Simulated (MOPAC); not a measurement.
MOPAC input (AM1):

```
AM1 PRECISE GNORM=0.05 LET XYZ CHARGE=1 GEO-OK AUX(PRECISION=9) THREADS=1
C3H7O2

C    -1.94061100 1    0.06618500 1    0.16280700 1
C    -0.62160900 1   -0.19048400 1   -0.42344600 1
O    -0.10581600 1   -0.62061200 1   -1.34929400 1
O     0.52589600 1    0.45781400 1    0.69306700 1
C     1.95413300 1    0.15304200 1    0.49379800 1
H    -2.69327200 1   -0.24422300 1   -0.56097700 1
H    -2.04311400 1    1.12903400 1    0.38740800 1
H    -2.05625200 1   -0.50909700 1    1.08408700 1
H     2.11213900 1    0.15037000 1   -0.57922400 1
H     2.51390400 1    0.95774300 1    0.96147200 1
H     2.18182000 1   -0.81658700 1    0.92807900 1
H     0.27265600 1    0.46268900 1    1.63001800 1
```

From the output:

```
                                                       MOPAC v23.2.5 Linux

          FINAL HEAT OF FORMATION =         97.90950 KCAL/MOL =     409.65334 KJ/MOL

          COSMO AREA              =        115.93 SQUARE ANGSTROMS
          COSMO VOLUME            =        100.10 CUBIC ANGSTROMS

          GRADIENT NORM           =          0.04424          =       0.01277 PER ATOM
          IONIZATION POTENTIAL    =         17.899112 EV
          HOMO LUMO ENERGIES (EV) =        -17.899 -5.576
          NO. OF FILLED LEVELS    =         15
          MOLECULAR WEIGHT        =         75.0871         POINT GROUP:  C1

          MOLECULAR DIMENSIONS (Angstroms)

            Atom       Atom       Distance
            H    10    H     6     5.28675
            O     3    H     7     3.18988
            H     8    H     9     2.67137

          SCF CALCULATIONS        =        119

   ATOM   CHEMICAL          X               Y               Z
  NUMBER   SYMBOL      (ANGSTROMS)     (ANGSTROMS)     (ANGSTROMS)

     1       C         -1.92603774  *   0.17173682  *   0.11810797  *
     2       C         -0.58382136  *  -0.26810530  *  -0.26151263  *
     3       O          0.03202816  *  -0.93788847  *  -1.03515519  *
     4       O          0.46421740  *   0.44976165  *   0.65568775  *
     5       C          1.88583903  *   0.28561983  *   0.32117912  *
     6       H         -2.47749232  *   0.47167161  *  -0.81799358  *
     7       H         -1.90509009  *   1.04472768  *   0.82094680  *
     8       H         -2.47333793  *  -0.68504007  *   0.59987267  *
     9       H          1.98798325  *   0.71141929  *  -0.70803602  *
    10       H          2.43745589  *   0.88995452  *   1.08413552  *
    11       H          2.14683026  *  -0.79906087  *   0.35284337  *
    12       H          0.32307395  *   0.23835024  *   1.60761557  *

                             CARTESIAN COORDINATES

   1    C       -1.926037741     0.171736817     0.118107969
   2    C       -0.583821365    -0.268105298    -0.261512630
   3    O        0.032028160    -0.937888467    -1.035155185
   4    O        0.464217403     0.449761646     0.655687745
   5    C        1.885839032     0.285619830     0.321179123
   6    H       -2.477492316     0.471671608    -0.817993577
   7    H       -1.905090088     1.044727682     0.820946796
   8    H       -2.473337926    -0.685040072     0.599872665
   9    H        1.987983245     0.711419287    -0.708036024
  10    H        2.437455895     0.889954521     1.084135522
  11    H        2.146830262    -0.799060874     0.352843366
  12    H        0.323073946     0.238350245     1.607615568

           Empirical Formula: C3 H7 O2  =    12 atoms

      MOLECULAR POINT GROUP   :   C1

                  EIGENVALUES
 -47.38337 -44.45670 -37.58845 -33.20310 -28.32232 -25.38063 -24.42121 -22.86539
 -21.65218 -20.98175 -19.34614 -18.77240 -18.69293 -18.48729 -17.89911  -5.57566
  -5.30405  -2.95377  -2.23159  -1.56418  -1.22262  -1.18384  -0.90646  -0.72488
  -0.71520  -0.69171   0.10902

              NET ATOMIC CHARGES AND DIPOLE CONTRIBUTIONS

  ATOM NO.   TYPE          CHARGE      No. of ELECS.   s-Pop       p-Pop
    1          C          -0.235355        4.2354     1.22865     3.00670
    2          C           0.370139        3.6299     1.29604     2.33383
    3          O          -0.106727        6.1067     1.90678     4.19994
    4          O          -0.243374        6.2434     1.81726     4.42612
    5          C          -0.079968        4.0800     1.27287     2.80709
    6          H           0.190600        0.8094     0.80940
    7          H           0.162649        0.8374     0.83735
    8          H           0.180200        0.8198     0.81980
    9          H           0.157601        0.8424     0.84240
   10          H           0.153433        0.8466     0.84657
   11          H           0.135617        0.8644     0.86438
   12          H           0.315184        0.6848     0.68482
 DIPOLE           X         Y         Z       TOTAL
 POINT-CHG.    -0.884     1.098     2.443     2.820
 HYBRID         0.213    -0.164     0.574     0.634
 SUM           -0.670     0.934     3.017     3.228

          ATOMIC ORBITAL ELECTRON POPULATIONS

     Atom    s        px        py        pz
    1  C   1.22865   0.82794   1.07707   1.10169
    2  C   1.29604   0.84239   0.73659   0.75484
    3  O   1.90678   1.56081   1.31101   1.32812
    4  O   1.81726   1.32340   1.78918   1.31353
    5  C   1.27287   0.66322   1.06904   1.07484
    6  H   0.80940
    7  H   0.83735
    8  H   0.81980
    9  H   0.84240
   10  H   0.84657
   11  H   0.86438
   12  H   0.68482

 **********************
 *                    *
 * JOB ENDED NORMALLY *
 *                    *
 **********************

 == MOPAC DONE ==
```

The dipole moment of an ion depends on the origin.

The geometry given is a B3LYP-D3(BJ)/def2-TZVP minimum.
